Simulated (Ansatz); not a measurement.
A short molecular-dynamics run on C2H9O2SbSi, SMILES `C[O][Sb]([SiH3])[O]C`.

```yaml
crystal:
  periodic: [false, false, false]
  atoms:
    - {symbol: C, position_ang: [-1.586651, -1.452650, -1.156991]}
    - {symbol: O, position_ang: [-0.405787, -1.401661, -0.394261]}
    - {symbol: Sb, position_ang: [-0.277827, -0.140981, 1.112740]}
    - {symbol: Si, position_ang: [2.134811, -0.965477, 1.551559]}
    - {symbol: O, position_ang: [0.456232, 1.423922, 0.169902]}
    - {symbol: C, position_ang: [-0.420954, 2.368693, -0.392931]}
    - {symbol: H, position_ang: [-1.674146, -2.450868, -1.595314]}
    - {symbol: H, position_ang: [-1.564659, -0.721569, -1.974337]}
    - {symbol: H, position_ang: [-2.490243, -1.267601, -0.558819]}
    - {symbol: H, position_ang: [2.782105, -0.084207, 2.559920]}
    - {symbol: H, position_ang: [2.890515, -0.929459, 0.275741]}
    - {symbol: H, position_ang: [2.092390, -2.352132, 2.087879]}
    - {symbol: H, position_ang: [-1.340431, 2.501736, 0.194779]}
    - {symbol: H, position_ang: [0.090549, 3.334428, -0.437213]}
    - {symbol: H, position_ang: [-0.707801, 2.087125, -1.413454]}
basis:
  gaussian: {orbitals: def2-SVP}
hamiltonian: {xc: {name: r2SCAN}, dispersion: d3bj}
md: {timestep: 0.5 fs, n_steps: 20, ensemble: nve, temperature: 700, initial_velocities: maxwell_boltzmann, seed: 469}
```

```sh
$ ansatz run in.yaml --threads 2 --pin off --events-out ev --progress --plain --max-ram 32768MiB --backend cpu
```

```
step  time (fs)  potential energy (eV)  kinetic (eV)  T (K)  conserved (eV)
   0        0.0            -20720.7057        1.1763    700     -20719.5295
   1        0.5            -20720.6716        1.1426    680     -20719.5290
   2        1.0            -20720.5959        1.0682    636     -20719.5276
   3        1.5            -20720.5004        0.9746    580     -20719.5258
   4        2.0            -20720.4130        0.8885    529     -20719.5245
   5        2.5            -20720.3538        0.8295    494     -20719.5243
   6        3.0            -20720.3265        0.8015    477     -20719.5251
   7        3.5            -20720.3198        0.7936    472     -20719.5261
   8        4.0            -20720.3167        0.7898    470     -20719.5269
   9        4.5            -20720.3045        0.7774    463     -20719.5271
  10        5.0            -20720.2784        0.7515    447     -20719.5269
  11        5.5            -20720.2406        0.7141    425     -20719.5265
  12        6.0            -20720.1971        0.6711    399     -20719.5260
  13        6.5            -20720.1553        0.6298    375     -20719.5255
  14        7.0            -20720.1225        0.5974    356     -20719.5251
  15        7.5            -20720.1051        0.5803    345     -20719.5248
  16        8.0            -20720.1079        0.5832    347     -20719.5246
  17        8.5            -20720.1332        0.6086    362     -20719.5247
  18        9.0            -20720.1800        0.6550    390     -20719.5250
  19        9.5            -20720.2425        0.7168    427     -20719.5257
  20       10.0            -20720.3103        0.7837    466     -20719.5266
```

Velocities are drawn at the set temperature; a run this short doesn't reach equilibrium.

Frames (Å, forces in eV/Å):

```xyz
15
time=0.0 fs
C    -1.587   -1.453   -1.157    0.223   -0.006    0.155
O    -0.406   -1.402   -0.394    0.110   -0.557   -0.521
Sb   -0.278   -0.141    1.113   -0.349   -0.113    1.096
Si    2.135   -0.965    1.552   -0.071    0.031   -0.045
O     0.456    1.424    0.170    0.448    0.551   -0.300
C    -0.421    2.369   -0.393    0.172   -0.171    0.122
H    -1.674   -2.451   -1.595   -0.051   -0.284   -0.156
H    -1.565   -0.722   -1.974   -0.039    0.203   -0.279
H    -2.490   -1.268   -0.559   -0.302    0.048    0.136
H     2.782   -0.084    2.560    0.065    0.079    0.088
H     2.891   -0.929    0.276    0.070    0.003   -0.118
H     2.092   -2.352    2.088    0.002   -0.127    0.045
H    -1.340    2.502    0.195   -0.293    0.078    0.142
H     0.091    3.334   -0.437    0.127    0.300   -0.039
H    -0.708    2.087   -1.413   -0.112   -0.035   -0.326
15
time=0.5 fs
C    -1.591   -1.447   -1.163    0.289   -0.673    0.630
O    -0.407   -1.405   -0.392   -0.033   -0.526   -0.678
Sb   -0.277   -0.141    1.112   -0.398   -0.139    1.151
Si    2.136   -0.962    1.553   -0.253   -0.086    0.275
O     0.456    1.422    0.171    0.462    0.545   -0.361
C    -0.418    2.366   -0.392    0.057    0.265    1.012
H    -1.685   -2.458   -1.589    0.015   -0.033   -0.144
H    -1.567   -0.725   -1.971   -0.021    0.488   -0.595
H    -2.493   -1.277   -0.559   -0.294    0.143    0.116
H     2.782   -0.090    2.570    0.074    0.105    0.050
H     2.865   -0.927    0.280    0.252    0.010   -0.355
H     2.094   -2.350    2.100    0.001   -0.052   -0.018
H    -1.347    2.512    0.199    0.045    0.077    0.071
H     0.102    3.328   -0.457    0.075    0.259    0.031
H    -0.728    2.099   -1.383   -0.271   -0.382   -1.186
15
time=1.0 fs
C    -1.595   -1.441   -1.170    0.323   -1.315    1.099
O    -0.407   -1.408   -0.389   -0.171   -0.493   -0.828
Sb   -0.277   -0.142    1.112   -0.449   -0.167    1.204
Si    2.137   -0.958    1.554   -0.422   -0.199    0.600
O     0.456    1.421    0.172    0.469    0.541   -0.425
C    -0.416    2.364   -0.391    0.015    0.711    1.848
H    -1.696   -2.465   -1.583    0.082    0.220   -0.135
H    -1.569   -0.727   -1.969   -0.005    0.750   -0.886
H    -2.497   -1.287   -0.558   -0.259    0.233    0.077
H     2.782   -0.096    2.580    0.081    0.127    0.008
H     2.841   -0.925    0.283    0.424    0.017   -0.590
H     2.095   -2.348    2.113    0.001    0.022   -0.082
H    -1.353    2.522    0.204    0.362    0.073    0.014
H     0.114    3.322   -0.477    0.009    0.190    0.100
H    -0.748    2.110   -1.355   -0.462   -0.710   -2.002
15
time=1.5 fs
C    -1.599   -1.435   -1.176    0.332   -1.872    1.518
O    -0.408   -1.412   -0.387   -0.302   -0.457   -0.971
Sb   -0.276   -0.142    1.111   -0.499   -0.196    1.254
Si    2.138   -0.955    1.555   -0.569   -0.303    0.907
O     0.456    1.420    0.173    0.472    0.539   -0.486
C    -0.413    2.362   -0.390    0.006    1.112    2.474
H    -1.707   -2.471   -1.577    0.149    0.453   -0.138
H    -1.571   -0.728   -1.969    0.010    0.950   -1.108
H    -2.501   -1.296   -0.557   -0.202    0.319    0.024
H     2.783   -0.101    2.590    0.086    0.145   -0.039
H     2.817   -0.922    0.284    0.577    0.023   -0.805
H     2.096   -2.346    2.125    0.001    0.093   -0.146
H    -1.358    2.533    0.208    0.640    0.066   -0.023
H     0.126    3.317   -0.496   -0.067    0.102    0.166
H    -0.770    2.120   -1.333   -0.633   -0.975   -2.627
15
time=2.0 fs
C    -1.603   -1.430   -1.181    0.326   -2.289    1.843
O    -0.409   -1.415   -0.384   -0.424   -0.419   -1.103
Sb   -0.276   -0.143    1.111   -0.549   -0.227    1.301
Si    2.139   -0.951    1.556   -0.684   -0.395    1.176
O     0.456    1.419    0.173    0.474    0.538   -0.543
C    -0.411    2.359   -0.388   -0.037    1.421    2.749
H    -1.718   -2.476   -1.572    0.211    0.651   -0.154
H    -1.573   -0.726   -1.972    0.019    1.053   -1.219
H    -2.505   -1.304   -0.557   -0.131    0.400   -0.040
H     2.783   -0.106    2.600    0.088    0.160   -0.089
H     2.795   -0.920    0.284    0.702    0.027   -0.981
H     2.097   -2.343    2.137    0.001    0.156   -0.207
H    -1.362    2.543    0.213    0.868    0.060   -0.035
H     0.138    3.312   -0.515   -0.148    0.006    0.227
H    -0.793    2.127   -1.316   -0.717   -1.141   -2.925
15
time=2.5 fs
C    -1.606   -1.425   -1.187    0.316   -2.533    2.042
O    -0.410   -1.419   -0.382   -0.538   -0.380   -1.223
Sb   -0.275   -0.143    1.110   -0.598   -0.259    1.345
Si    2.140   -0.948    1.557   -0.761   -0.474    1.384
O     0.456    1.418    0.174    0.475    0.537   -0.590
C    -0.408    2.358   -0.386   -0.171    1.612    2.612
H    -1.728   -2.480   -1.567    0.268    0.800   -0.183
H    -1.575   -0.721   -1.977    0.023    1.037   -1.196
H    -2.510   -1.311   -0.556   -0.053    0.475   -0.108
H     2.784   -0.110    2.610    0.088    0.173   -0.141
H     2.774   -0.917    0.281    0.790    0.030   -1.098
H     2.099   -2.340    2.148    0.001    0.209   -0.263
H    -1.363    2.554    0.217    1.043    0.054   -0.026
H     0.149    3.307   -0.534   -0.227   -0.091    0.281
H    -0.818    2.131   -1.307   -0.658   -1.193   -2.835
15
time=3.0 fs
C    -1.610   -1.421   -1.192    0.312   -2.594    2.107
O    -0.411   -1.423   -0.380   -0.641   -0.340   -1.330
Sb   -0.275   -0.144    1.110   -0.645   -0.291    1.383
Si    2.141   -0.945    1.558   -0.796   -0.536    1.515
O     0.456    1.417    0.175    0.479    0.536   -0.628
C    -0.406    2.356   -0.383   -0.414    1.689    2.110
H    -1.737   -2.482   -1.562    0.317    0.895   -0.226
H    -1.577   -0.714   -1.986    0.020    0.901   -1.037
H    -2.515   -1.317   -0.556    0.025    0.546   -0.173
H     2.785   -0.114    2.620    0.087    0.184   -0.193
H     2.756   -0.915    0.276    0.837    0.031   -1.142
H     2.100   -2.337    2.159    0.000    0.251   -0.315
H    -1.363    2.565    0.221    1.163    0.050    0.000
H     0.160    3.302   -0.552   -0.300   -0.179    0.327
H    -0.844    2.133   -1.304   -0.445   -1.142   -2.398
15
time=3.5 fs
C    -1.614   -1.417   -1.196    0.319   -2.488    2.053
O    -0.412   -1.426   -0.378   -0.735   -0.299   -1.422
Sb   -0.275   -0.145    1.109   -0.691   -0.324    1.415
Si    2.141   -0.941    1.560   -0.790   -0.582    1.560
O     0.456    1.416    0.175    0.485    0.534   -0.656
C    -0.403    2.355   -0.379   -0.738    1.676    1.374
H    -1.745   -2.481   -1.558    0.356    0.930   -0.281
H    -1.579   -0.705   -1.997    0.012    0.668   -0.767
H    -2.520   -1.321   -0.556    0.096    0.609   -0.231
H     2.786   -0.118    2.629    0.086    0.194   -0.244
H     2.739   -0.912    0.268    0.845    0.029   -1.108
H     2.101   -2.333    2.169    0.000    0.278   -0.359
H    -1.359    2.576    0.226    1.231    0.047    0.040
H     0.170    3.296   -0.569   -0.363   -0.252    0.363
H    -0.872    2.132   -1.307   -0.113   -1.020   -1.738
15
time=4.0 fs
C    -1.618   -1.414   -1.200    0.342   -2.250    1.914
O    -0.414   -1.430   -0.377   -0.818   -0.257   -1.500
Sb   -0.274   -0.145    1.109   -0.734   -0.358    1.441
Si    2.142   -0.938    1.561   -0.749   -0.612    1.518
O     0.456    1.415    0.176    0.492    0.532   -0.674
C    -0.401    2.354   -0.376   -1.081    1.600    0.553
H    -1.753   -2.479   -1.555    0.385    0.906   -0.345
H    -1.581   -0.695   -2.010    0.001    0.373   -0.424
H    -2.525   -1.324   -0.556    0.155    0.665   -0.277
H     2.788   -0.121    2.637    0.084    0.204   -0.292
H     2.724   -0.909    0.257    0.816    0.026   -0.996
H     2.102   -2.329    2.178   -0.001    0.292   -0.396
H    -1.352    2.587    0.230    1.246    0.047    0.091
H     0.179    3.290   -0.585   -0.413   -0.305    0.387
H    -0.900    2.128   -1.314    0.275   -0.861   -1.000
15
time=4.5 fs
C    -1.621   -1.412   -1.204    0.383   -1.919    1.731
O    -0.415   -1.434   -0.375   -0.892   -0.215   -1.563
Sb   -0.274   -0.146    1.108   -0.774   -0.390    1.458
Si    2.143   -0.935    1.563   -0.679   -0.626    1.398
O     0.456    1.414    0.176    0.499    0.529   -0.685
C    -0.399    2.354   -0.372   -1.386    1.484   -0.235
H    -1.760   -2.474   -1.552    0.402    0.822   -0.418
H    -1.583   -0.683   -2.023   -0.010    0.054   -0.054
H    -2.529   -1.326   -0.558    0.198    0.712   -0.308
H     2.789   -0.124    2.645    0.083    0.214   -0.336
H     2.712   -0.906    0.244    0.758    0.021   -0.816
H     2.103   -2.324    2.186   -0.001    0.290   -0.424
H    -1.343    2.599    0.235    1.209    0.052    0.151
H     0.188    3.283   -0.600   -0.446   -0.336    0.399
H    -0.927    2.122   -1.324    0.657   -0.694   -0.297
15
time=5.0 fs
C    -1.625   -1.409   -1.208    0.441   -1.531    1.539
O    -0.417   -1.438   -0.374   -0.955   -0.172   -1.611
Sb   -0.273   -0.146    1.108   -0.811   -0.421    1.468
Si    2.143   -0.931    1.565   -0.591   -0.624    1.213
O     0.457    1.413    0.176    0.506    0.525   -0.690
C    -0.397    2.354   -0.368   -1.611    1.340   -0.925
H    -1.766   -2.467   -1.551    0.407    0.684   -0.496
H    -1.585   -0.672   -2.037   -0.020   -0.252    0.304
H    -2.533   -1.326   -0.560    0.224    0.749   -0.324
H     2.791   -0.126    2.652    0.082    0.224   -0.375
H     2.701   -0.903    0.229    0.681    0.015   -0.586
H     2.105   -2.318    2.193   -0.002    0.273   -0.444
H    -1.330    2.610    0.240    1.120    0.062    0.221
H     0.195    3.275   -0.615   -0.462   -0.340    0.399
H    -0.952    2.115   -1.334    0.992   -0.534    0.307
15
time=5.5 fs
C    -1.628   -1.407   -1.211    0.515   -1.119    1.364
O    -0.418   -1.442   -0.374   -1.009   -0.129   -1.646
Sb   -0.273   -0.147    1.108   -0.843   -0.449    1.469
Si    2.144   -0.928    1.567   -0.494   -0.607    0.983
O     0.457    1.413    0.176    0.513    0.519   -0.688
C    -0.396    2.354   -0.365   -1.740    1.172   -1.494
H    -1.771   -2.459   -1.550    0.399    0.498   -0.578
H    -1.587   -0.661   -2.051   -0.026   -0.521    0.622
H    -2.537   -1.324   -0.562    0.232    0.774   -0.324
H     2.793   -0.128    2.658    0.082    0.236   -0.408
H     2.692   -0.900    0.212    0.593    0.009   -0.323
H     2.106   -2.311    2.199   -0.002    0.242   -0.454
H    -1.315    2.622    0.245    0.981    0.081    0.302
H     0.201    3.266   -0.628   -0.459   -0.317    0.385
H    -0.976    2.106   -1.344    1.258   -0.388    0.790
15
time=6.0 fs
C    -1.631   -1.405   -1.214    0.603   -0.708    1.221
O    -0.420   -1.445   -0.373   -1.054   -0.085   -1.668
Sb   -0.273   -0.147    1.108   -0.871   -0.474    1.462
Si    2.144   -0.925    1.569   -0.396   -0.578    0.725
O     0.458    1.412    0.176    0.520    0.510   -0.681
C    -0.395    2.354   -0.361   -1.776    0.980   -1.949
H    -1.775   -2.450   -1.551    0.379    0.275   -0.658
H    -1.589   -0.651   -2.062   -0.026   -0.738    0.883
H    -2.539   -1.320   -0.566    0.223    0.786   -0.309
H     2.796   -0.129    2.663    0.083    0.248   -0.434
H     2.684   -0.897    0.195    0.503    0.002   -0.048
H     2.107   -2.304    2.204   -0.003    0.196   -0.455
H    -1.298    2.633    0.251    0.799    0.111    0.394
H     0.206    3.257   -0.640   -0.435   -0.267    0.359
H    -0.996    2.097   -1.351    1.451   -0.260    1.158
15
time=6.5 fs
C    -1.634   -1.404   -1.216    0.701   -0.321    1.117
O    -0.422   -1.449   -0.373   -1.090   -0.041   -1.678
Sb   -0.272   -0.148    1.107   -0.895   -0.495    1.446
Si    2.145   -0.922    1.571   -0.304   -0.536    0.456
O     0.458    1.412    0.176    0.527    0.497   -0.668
C    -0.394    2.355   -0.359   -1.733    0.765   -2.302
H    -1.778   -2.439   -1.554    0.348    0.032   -0.733
H    -1.591   -0.643   -2.072   -0.019   -0.895    1.077
H    -2.542   -1.315   -0.570    0.199    0.785   -0.280
H     2.798   -0.129    2.668    0.084    0.262   -0.453
H     2.677   -0.895    0.178    0.416   -0.004    0.222
H     2.108   -2.296    2.208   -0.003    0.138   -0.447
H    -1.278    2.645    0.259    0.581    0.151    0.497
H     0.210    3.247   -0.652   -0.392   -0.191    0.321
H    -1.012    2.086   -1.356    1.578   -0.147    1.426
15
time=7.0 fs
C    -1.638   -1.402   -1.218    0.804    0.018    1.049
O    -0.424   -1.453   -0.373   -1.117    0.004   -1.677
Sb   -0.272   -0.148    1.107   -0.913   -0.512    1.423
Si    2.145   -0.919    1.573   -0.222   -0.485    0.190
O     0.459    1.411    0.176    0.534    0.478   -0.648
C    -0.394    2.356   -0.356   -1.634    0.533   -2.565
H    -1.780   -2.429   -1.558    0.309   -0.209   -0.795
H    -1.593   -0.637   -2.079   -0.005   -0.989    1.202
H    -2.544   -1.307   -0.575    0.162    0.769   -0.241
H     2.801   -0.129    2.671    0.087    0.276   -0.465
H     2.672   -0.892    0.161    0.338   -0.010    0.474
H     2.110   -2.288    2.211   -0.003    0.069   -0.431
H    -1.258    2.658    0.267    0.346    0.200    0.602
H     0.213    3.237   -0.663   -0.331   -0.093    0.272
H    -1.025    2.076   -1.358    1.646   -0.048    1.609
15
time=7.5 fs
C    -1.640   -1.400   -1.221    0.905    0.284    1.016
O    -0.427   -1.457   -0.373   -1.136    0.049   -1.665
Sb   -0.272   -0.149    1.107   -0.927   -0.524    1.392
Si    2.146   -0.916    1.576   -0.152   -0.425   -0.063
O     0.460    1.411    0.175    0.544    0.452   -0.623
C    -0.394    2.356   -0.354   -1.505    0.294   -2.742
H    -1.781   -2.419   -1.565    0.264   -0.425   -0.837
H    -1.596   -0.633   -2.083    0.016   -1.019    1.257
H    -2.545   -1.298   -0.581    0.115    0.738   -0.194
H     2.803   -0.128    2.672    0.091    0.290   -0.470
H     2.667   -0.889    0.145    0.270   -0.015    0.700
H     2.111   -2.280    2.213   -0.003   -0.009   -0.407
H    -1.236    2.671    0.277    0.112    0.253    0.700
H     0.215    3.226   -0.673   -0.255    0.021    0.214
H    -1.034    2.065   -1.355    1.661    0.037    1.722
15
time=8.0 fs
C    -1.643   -1.399   -1.223    0.998    0.451    1.011
O    -0.429   -1.461   -0.373   -1.147    0.093   -1.643
Sb   -0.271   -0.150    1.107   -0.936   -0.530    1.354
Si    2.146   -0.913    1.578   -0.095   -0.360   -0.296
O     0.461    1.411    0.175    0.555    0.421   -0.592
C    -0.394    2.357   -0.353   -1.368    0.063   -2.824
H    -1.782   -2.411   -1.573    0.216   -0.590   -0.852
H    -1.598   -0.632   -2.084    0.046   -0.986    1.242
H    -2.546   -1.287   -0.587    0.063    0.693   -0.143
H     2.807   -0.127    2.673    0.095    0.304   -0.468
H     2.663   -0.886    0.131    0.213   -0.019    0.894
H     2.112   -2.272    2.213   -0.002   -0.094   -0.376
H    -1.214    2.684    0.288   -0.094    0.302    0.776
H     0.217    3.215   -0.683   -0.170    0.144    0.149
H    -1.039    2.055   -1.349    1.627    0.109    1.769
15
time=8.5 fs
C    -1.646   -1.397   -1.224    1.075    0.498    1.032
O    -0.432   -1.465   -0.374   -1.150    0.138   -1.611
Sb   -0.271   -0.150    1.107   -0.942   -0.533    1.310
Si    2.147   -0.910    1.580   -0.051   -0.291   -0.505
O     0.462    1.410    0.175    0.570    0.382   -0.557
C    -0.394    2.358   -0.352   -1.241   -0.138   -2.799
H    -1.782   -2.403   -1.583    0.169   -0.684   -0.831
H    -1.600   -0.634   -2.082    0.084   -0.889    1.157
H    -2.547   -1.274   -0.593    0.010    0.633   -0.090
H     2.810   -0.125    2.673    0.099    0.318   -0.461
H     2.659   -0.883    0.119    0.168   -0.023    1.052
H     2.113   -2.264    2.213   -0.001   -0.182   -0.340
H    -1.193    2.698    0.302   -0.251    0.337    0.809
H     0.218    3.205   -0.692   -0.082    0.267    0.082
H    -1.041    2.044   -1.338    1.543    0.165    1.752
15
time=9.0 fs
C    -1.648   -1.395   -1.226    1.130    0.414    1.076
O    -0.435   -1.469   -0.375   -1.146    0.182   -1.571
Sb   -0.271   -0.151    1.106   -0.944   -0.530    1.260
Si    2.147   -0.907    1.582   -0.019   -0.223   -0.687
O     0.463    1.410    0.174    0.587    0.339   -0.517
C    -0.395    2.359   -0.352   -1.127   -0.284   -2.646
H    -1.782   -2.398   -1.596    0.125   -0.694   -0.770
H    -1.602   -0.637   -2.078    0.130   -0.729    1.003
H    -2.548   -1.260   -0.600   -0.040    0.560   -0.040
H     2.813   -0.122    2.671    0.103    0.330   -0.448
H     2.656   -0.880    0.110    0.135   -0.026    1.174
H     2.114   -2.257    2.213    0.000   -0.269   -0.300
H    -1.171    2.713    0.317   -0.342    0.348    0.785
H     0.219    3.195   -0.701    0.002    0.379    0.017
H    -1.038    2.034   -1.323    1.406    0.202    1.664
15
time=9.5 fs
C    -1.650   -1.393   -1.227    1.160    0.199    1.146
O    -0.438   -1.473   -0.376   -1.136    0.226   -1.522
Sb   -0.270   -0.151    1.106   -0.942   -0.525    1.206
Si    2.147   -0.904    1.584    0.002   -0.159   -0.838
O     0.464    1.410    0.173    0.607    0.292   -0.475
C    -0.396    2.360   -0.353   -1.013   -0.352   -2.347
H    -1.782   -2.394   -1.610    0.084   -0.621   -0.669
H    -1.603   -0.642   -2.071    0.183   -0.508    0.781
H    -2.549   -1.244   -0.606   -0.083    0.475    0.006
H     2.817   -0.118    2.669    0.107    0.341   -0.430
H     2.653   -0.877    0.103    0.113   -0.027    1.259
H     2.115   -2.250    2.211    0.002   -0.351   -0.259
H    -1.151    2.729    0.334   -0.363    0.327    0.692
H     0.220    3.186   -0.710    0.072    0.471   -0.042
H    -1.032    2.025   -1.304    1.206    0.211    1.492
15
time=10.0 fs
C    -1.652   -1.391   -1.228    1.161   -0.128    1.241
O    -0.441   -1.476   -0.377   -1.119    0.268   -1.465
Sb   -0.270   -0.152    1.106   -0.939   -0.517    1.149
Si    2.148   -0.902    1.586    0.013   -0.102   -0.956
O     0.465    1.410    0.173    0.628    0.244   -0.431
C    -0.397    2.361   -0.353   -0.871   -0.319   -1.886
H    -1.781   -2.391   -1.625    0.047   -0.477   -0.531
H    -1.604   -0.649   -2.062    0.244   -0.232    0.497
H    -2.550   -1.227   -0.613   -0.114    0.380    0.044
H     2.821   -0.113    2.665    0.110    0.350   -0.409
H     2.650   -0.875    0.100    0.100   -0.028    1.307
H     2.117   -2.244    2.209    0.005   -0.425   -0.218
H    -1.132    2.746    0.353   -0.319    0.270    0.527
H     0.221    3.179   -0.719    0.122    0.533   -0.090
H    -1.023    2.016   -1.282    0.931    0.184    1.220
```

Run time 110 s (2 threads of an AMD EPYC 7R13 on a shared host); peak host memory 0.27 GiB.
